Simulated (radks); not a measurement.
Spherical quantum dot in the effective-mass picture: electrons in a hard-walled sphere of radius 2.29, with a point charge +1 (a donor) at the centre, all in effective atomic units (hartree* = m*/eps^2 hartree, bohr* = eps/m* bohr), one dielectric constant everywhere. Calculated with a radial shooting solver with Libxc functionals: non-relativistic Kohn-Sham, exchange-only LDA, spin-polarised, spherical densities. Levels are named by radial order and angular momentum (1s, 1p, 1d, 2s, ...), and open shells are averaged over m.

N = 17, configuration 1s2 1p6 1d(up 5, down 4). This is the lowest configuration that the search found. Occupied and some empty levels:

| level | occupation | eigenvalue (hartree*) | <r> (bohr*) |
|---|---|---|---|
| 1s up | 1 | 10.098 | 1.295 |
| 1s down | 1 | 10.123 | 1.291 |
| 1p up | 3 | 10.855 | 1.485 |
| 1p down | 3 | 10.885 | 1.484 |
| 1d up | 5 | 11.879 | 1.576 |
| 1d down | 4 | 11.911 | 1.576 |
| 2s up | 0 | 12.506 | 1.025 |
| 2s down | 0 | 12.521 | 1.027 |
| 1f up | 0 | 13.189 | 1.640 |
| 1f down | 0 | 13.220 | 1.640 |
| 2p up | 0 | 14.720 | 1.185 |
| 2p down | 0 | 14.739 | 1.185 |

Energy (hartree*): total 108.878, kinetic 44.037, external -12.214, Hartree 86.877, exchange-correlation -9.8220.
